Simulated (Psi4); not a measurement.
Psi4 input (wB97X-D/6-311+G**):

```
memory 1500 MB

molecule {
-1 1
C     2.22242800   -0.11295600    0.59835000
Si    0.72902100    0.73914200   -0.24555300
B    -1.10996500   -0.19951400   -0.15315800
O    -2.16051400    0.30209400   -0.69113400
O    -1.02772000   -1.43846500    0.57184800
H     2.37830400   -1.10543900    0.16749000
H     3.15215900    0.45503500    0.49845100
H     2.01891600   -0.25412100    1.66306400
H     1.18647500    0.99073000   -1.65726300
H     0.70703300    2.12643200    0.33790900
H    -1.92805600   -1.79434600    0.55807300
symmetry c1
no_reorient
no_com
}

set {
  basis 6-311+G**
  reference rks
  scf_type df
  df_basis_scf def2-universal-jkfit
  dft_radial_points 99
  dft_spherical_points 590
  e_convergence 1e-8
  d_convergence 1e-7
  maxiter 150
}

e = energy('wb97x-d')
print_out(f'\nFINAL {e:.10f} DIPOLE {variable("CURRENT DIPOLE")[0]:.6f} {variable("CURRENT DIPOLE")[1]:.6f} {variable("CURRENT DIPOLE")[2]:.6f}\n')
```

Output:

```
   => Loading Basis Set <=

    Name: 6-311+G**
    Role: ORBITAL
    Keyword: BASIS
    atoms 1    entry C          line   129 file 6-311pgss.gbs
    atoms 2    entry SI         line   351 file 6-311pgss.gbs
    atoms 3    entry B          line   108 file 6-311pgss.gbs
    atoms 4-5  entry O          line   171 file 6-311pgss.gbs
    atoms 6-11 entry H          line    42 file 6-311pgss.gbs

   => WB97X-D: Empirical Dispersion <=

    Chai and Head-Gordon Dispersion Correction
    Chai, J.-D.; Head-Gordon, M. (2010), J. Chem. Phys., 132: 6615-6620

        s6 =       1.000000

         ---------------------------------------------------------
                                   SCF
               by Justin Turney, Rob Parrish, Andy Simmonett
                          and Daniel G. A. Smith
                              RKS Reference
         ---------------------------------------------------------

  ==> Geometry <==

    Molecular point group: c1
    Full point group: C1

    Geometry (in Angstrom), charge = -1, multiplicity = 1:

       Center              X                  Y                   Z               Mass
    ------------   -----------------  -----------------  -----------------  -----------------
         C            2.222428000000    -0.112956000000     0.598350000000    12.000000000000
         SI           0.729021000000     0.739142000000    -0.245553000000    27.976926534650
         B           -1.109965000000    -0.199514000000    -0.153158000000    11.009305360000
         O           -2.160514000000     0.302094000000    -0.691134000000    15.994914619570
         O           -1.027720000000    -1.438465000000     0.571848000000    15.994914619570
         H            2.378304000000    -1.105439000000     0.167490000000     1.007825032230
         H            3.152159000000     0.455035000000     0.498451000000     1.007825032230
         H            2.018916000000    -0.254121000000     1.663064000000     1.007825032230
         H            1.186475000000     0.990730000000    -1.657263000000     1.007825032230
         H            0.707033000000     2.126432000000     0.337909000000     1.007825032230
         H           -1.928056000000    -1.794346000000     0.558073000000     1.007825032230

  Running in c1 symmetry.

  Rotational constants: A =      0.22157  B =      0.07694  C =      0.05883 [cm^-1]
  Rotational constants: A =   6642.65087  B =   2306.59580  C =   1763.82577 [MHz]
  Nuclear repulsion =  200.893282728303205

  Charge       = -1
  Multiplicity = 1
  Electrons    = 48
  Nalpha       = 24
  Nbeta        = 24

  ==> Algorithm <==

  SCF Algorithm Type is DF.
  DIIS enabled.
  MOM disabled.
  Fractional occupation disabled.
  Guess Type is SAD.
  Energy threshold   = 1.00e-08
  Density threshold  = 1.00e-07
  Integral threshold = 1.00e-12

  ==> Primary Basis <==

  Basis Set: 6-311+G**
    Blend: 6-311+G**
    Number of shells: 78
    Number of basis functions: 154
    Number of Cartesian functions: 159
    Spherical Harmonics?: true
    Max angular momentum: 2

  ==> DFT Potential <==

   => LibXC <=

    Version 7.1.2
    S. Lehtola, C. Steigemann, M. J. T. Oliveira, and M. A. L. Marques,  SoftwareX 7, 1–5 (2018) (10.1016/j.softx.2017.11.002)

   => Composite Functional: WB97X-D <=

    wB97X-D Hyb-GGA Exchange-Correlation Functional

    J.-D. Chai and M. Head-Gordon,  Phys. Chem. Chem. Phys. 10, 6615–6620 (2008) (10.1039/B810189B)

    Deriv               =              1
    GGA                 =           TRUE
    Meta                =          FALSE

    Exchange Hybrid     =           TRUE
    MP2 Hybrid          =          FALSE

   => Exchange-Correlation Functionals <=

    1.0000   wB97X-D range-separated functional

   => Exact (HF) Exchange <=

    0.7780            HF,LR [omega = 0.2000]
    0.2220               HF

   => LibXC Density Thresholds  <==

    XC_HYB_GGA_XC_WB97X_D:  1.00E-14

   => Molecular Quadrature <=

    Radial Scheme          =       TREUTLER
    Pruning Scheme         =           NONE
    Nuclear Scheme         =       TREUTLER

    Blocking Scheme        =         OCTREE
    BS radius alpha        =              1
    Pruning alpha          =              1
    Radial Points          =             99
    Spherical Points       =            590
    Total Points           =         611874
    Total Blocks           =           4310
    Max Points             =            256
    Max Functions          =            149
    Weights Tolerance      =       1.00E-15

   => Loading Basis Set <=

    Name: DEF2-UNIVERSAL-JKFIT
    Role: JKFIT
    Keyword: DF_BASIS_SCF
    atoms 1    entry C          line   198 file def2-universal-jkfit.gbs
    atoms 2    entry SI         line   737 file def2-universal-jkfit.gbs
    atoms 3    entry B          line   138 file def2-universal-jkfit.gbs
    atoms 4-5  entry O          line   318 file def2-universal-jkfit.gbs
    atoms 6-11 entry H          line    18 file def2-universal-jkfit.gbs

  ==> Integral Setup <==

  SCF_SUBTYPE=INCORE selected. In-core MEM_DF algorithm will be used.
  Using in-core AOs.

  ==> MemDFJK: Density-Fitted J/K Matrices <==

    J tasked:                   Yes
    K tasked:                   Yes
    wK tasked:                  Yes
    Omega:                2.000E-01
    Algorithm:                 Core
    Schwarz Cutoff:           1E-12
    Mask sparsity (%):       6.1646
    Fitting Condition:        1E-10

   => Auxiliary Basis Set <=

  Basis Set: DEF2-UNIVERSAL-JKFIT
    Blend: DEF2-UNIVERSAL-JKFIT
    Number of shells: 174
    Number of basis functions: 540
    Number of Cartesian functions: 639
    Spherical Harmonics?: true
    Max angular momentum: 4

  Cached 33.3% of DFT collocation blocks in 0.628 [GiB].

  Minimum eigenvalue in the overlap matrix is 2.2432141820E-04.
  Reciprocal condition number of the overlap matrix is 2.5498768257E-05.
    Using symmetric orthogonalization.

  ==> Pre-Iterations <==

  SCF Guess: Superposition of Atomic Densities via on-the-fly atomic UHF (no occupation information).

   -------------------------
    Irrep   Nso     Nmo
   -------------------------
     A        154     154
   -------------------------
    Total     154     154
   -------------------------

  ==> Iterations <==

                           Total Energy        Delta E     RMS |[F,P]|

   @DF-RKS iter SAD:  -505.24472802059933   -5.05245e+02   0.00000e+00
   @DF-RKS iter   1:  -506.12556490782464   -8.80837e-01   7.39520e-03 DIIS/ADIIS
   @DF-RKS iter   2:  -505.13194830085348    9.93617e-01   1.13118e-02 DIIS/ADIIS
   @DF-RKS iter   3:  -506.57103198420515   -1.43908e+00   2.82490e-03 DIIS/ADIIS
   @DF-RKS iter   4:  -506.64617616608376   -7.51442e-02   8.21402e-04 DIIS/ADIIS
   @DF-RKS iter   5:  -506.65236116575392   -6.18500e-03   2.91549e-04 DIIS/ADIIS
   @DF-RKS iter   6:  -506.65312100336979   -7.59838e-04   1.03235e-04 DIIS/ADIIS
   @DF-RKS iter   7:  -506.65326139280774   -1.40389e-04   2.51716e-05 DIIS
   @DF-RKS iter   8:  -506.65327446657420   -1.30738e-05   6.13986e-06 DIIS
   @DF-RKS iter   9:  -506.65327641553768   -1.94896e-06   1.70327e-06 DIIS
   @DF-RKS iter  10:  -506.65327661053556   -1.94998e-07   6.24157e-07 DIIS
   @DF-RKS iter  11:  -506.65327662816549   -1.76299e-08   1.85672e-07 DIIS
   @DF-RKS iter  12:  -506.65327662959595   -1.43046e-09   5.92564e-08 DIIS
  Energy and wave function converged.

  ==> Post-Iterations <==

   Electrons on quadrature grid:
      Ntotal   =   47.9999972616 ; deviation = -2.738e-06

    Orbital Energies [Eh]
    ---------------------

    Doubly Occupied:

       1A    -66.060749     2A    -19.061316     3A    -18.973109
       4A    -10.119030     5A     -6.657037     6A     -5.196481
       7A     -3.541254     8A     -3.541242     9A     -3.538325
      10A     -0.920132    11A     -0.806155    12A     -0.645889
      13A     -0.453036    14A     -0.411794    15A     -0.345500
      16A     -0.344876    17A     -0.310172    18A     -0.262418
      19A     -0.261124    20A     -0.239016    21A     -0.237521
      22A     -0.198683    23A     -0.162315    24A     -0.111818

    Virtual:

      25A      0.166523    26A      0.188878    27A      0.190607
      28A      0.202140    29A      0.220888    30A      0.221575
      31A      0.226297    32A      0.234127    33A      0.247178
      34A      0.259705    35A      0.265103    36A      0.268123
      37A      0.299984    38A      0.322886    39A      0.339602
      40A      0.350617    41A      0.357455    42A      0.369522
      43A      0.390928    44A      0.394041    45A      0.407461
      46A      0.435102    47A      0.466350    48A      0.467943
      49A      0.470640    50A      0.474800    51A      0.484941
      52A      0.500527    53A      0.502237    54A      0.523108
      55A      0.540652    56A      0.574257    57A      0.593223
      58A      0.597926    59A      0.658224    60A      0.659090
      61A      0.690565    62A      0.703329    63A      0.717096
      64A      0.735768    65A      0.759109    66A      0.776676
      67A      0.822073    68A      0.846972    69A      0.866139
      70A      0.885101    71A      0.903300    72A      0.950128
      73A      0.986350    74A      1.021914    75A      1.040531
      76A      1.092516    77A      1.116049    78A      1.153722
      79A      1.228842    80A      1.260489    81A      1.279571
      82A      1.302324    83A      1.319011    84A      1.332855
      85A      1.352774    86A      1.380918    87A      1.406102
      88A      1.454488    89A      1.483354    90A      1.494633
      91A      1.598861    92A      1.618142    93A      1.657953
      94A      1.670979    95A      1.685584    96A      1.686847
      97A      1.709594    98A      1.740766    99A      1.758439
     100A      1.793564   101A      1.819712   102A      1.824145
     103A      1.886950   104A      1.921574   105A      1.931259
     106A      1.970824   107A      2.012601   108A      2.100314
     109A      2.197667   110A      2.221357   111A      2.287088
     112A      2.330187   113A      2.352355   114A      2.427367
     115A      2.427652   116A      2.552150   117A      2.677397
     118A      2.709084   119A      2.740933   120A      2.762702
     121A      2.765683   122A      2.810109   123A      2.843018
     124A      2.908471   125A      2.989891   126A      3.065335
     127A      3.168897   128A      3.233846   129A      3.354629
     130A      3.374229   131A      3.422091   132A      3.454649
     133A      3.554523   134A      3.702290   135A      3.823333
     136A      3.927804   137A      3.981231   138A      4.003984
     139A      4.152376   140A      5.264548   141A      5.353250
     142A      5.403266   143A      5.506627   144A      5.803901
     145A      5.810864   146A      5.958967   147A     11.722053
     148A     11.762733   149A     11.791070   150A     14.954291
     151A     24.217315   152A     50.196372   153A     50.270304
     154A    141.463799

    Final Occupation by Irrep:
              A
    DOCC [    24 ]
    NA   [    24 ]
    NB   [    24 ]

  @DF-RKS Final Energy:  -506.65327662959595

   => Energetics <=

    Nuclear Repulsion Energy =            200.8932827283032054
    One-Electron Energy =               -1106.2256757946372545
    Two-Electron Energy =                 433.9673086897731196
    DFT Exchange-Correlation Energy =     -35.2845906564678202
    Empirical Dispersion Energy =          -0.0036015965672371
    VV10 Nonlocal Energy =                  0.0000000000000000
    Total Energy =                       -506.6532766295959505

Computation Completed

Properties will be evaluated at   0.000000,   0.000000,   0.000000 [a0]

Properties computed using the SCF density matrix

 Multipole Moments:

 ------------------------------------------------------------------------------------
     Multipole            Electronic (a.u.)      Nuclear  (a.u.)        Total (a.u.)
 ------------------------------------------------------------------------------------

 L = 1.  Multiply by 2.5417464519 to convert [e a0] to [Debye]
 Dipole X            :          1.6770605           -0.0000076            1.6770529
 Dipole Y            :         -0.5534595            0.0000094           -0.5534501
 Dipole Z            :          0.7180288            0.0000076            0.7180363
 Magnitude           :                                                    1.9064075

 ------------------------------------------------------------------------------------

FINAL -506.6532766296 DIPOLE 1.677053 -0.553450 0.718036

*** Psi4 exiting successfully. Buy a developer a beer!
```

The dipole moment of an ion depends on the origin.

The geometry given is a B3LYP-D3(BJ)/def2-TZVP minimum.
